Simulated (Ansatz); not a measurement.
`NB(Cl)Cl` + H₂ → `ClBCl` + NH₃ at 500 K and 1 bar (hydrogenolysis of a B–N bond).

Calculated with Ansatz (gas phase, PBE0-D4/def2-TZVP geometries, no zero-point term in ΔE). CCSD(T)/CBS is the MP2 limit (def2-TZVPP, def2-QZVPP) plus CCSD(T) − MP2 in def2-TZVPP, frozen cores. This one scheme is used for every species. One conformer a species, not always the lowest.

```csv
species,CCSD(T)/CBS energy (Eh),H − E (kJ/mol),S (J/(mol·K))
`NB(Cl)Cl`,-1000.39362,120.6,335.8
H₂,-1.17544,41.0,145.5
`ClBCl`,-945.02167,62.1,296.7
NH₃,-56.50880,108.2,211.8
```

H − E and S are ideal-gas, rigid-rotor, harmonic terms from PBE0-D4/def2-TZVP, for one conformer and one mirror image of each species. The MP2-based limit puts H₂ 0.8 mEh under its directly extrapolated value; such offsets cancel only in part. 1 Eh = 2625.50 kJ/mol, R = 8.31446 J/(mol·K).

Q: By hand: ΔE, ΔH, ΔS and ΔG.

A: ΔE = (-945.02167) + (-56.50880) − (-1000.39362) − (-1.17544) = 0.03859 Eh = 101.3 kJ/mol. Δ(H − E) = 62.1 + 108.2 − 120.6 − 41.0 = 8.7, so ΔH = 110.0 kJ/mol. ΔS = 296.7 + 211.8 − 335.8 − 145.5 = 27.2 J/(mol·K). ΔG = 110.0 − 500 × (27.2)/1000 = 96.4 kJ/mol.

Q: By hand: the equilibrium constant, and the temperature at which ΔG would vanish if ΔH and ΔS stayed fixed.

A: log₁₀ K = −ΔG/(RT ln 10) = -10.1. ΔG = 0 at ΔH/ΔS = 4044 K, far beyond where these terms or the molecules hold.

ΔH outweighs TΔS. A doubt of 5 kJ/mol in ΔE shifts log₁₀ K by 0.5 here. Other conformers and mirror images would add mixing entropy, several J/(mol·K) or more a flexible species. These are equilibria of isolated gas molecules and say nothing of rates. Largest T1 diagnostic: 0.012 (customary marks: 0.02 for closed shells, 0.045 for open ones).
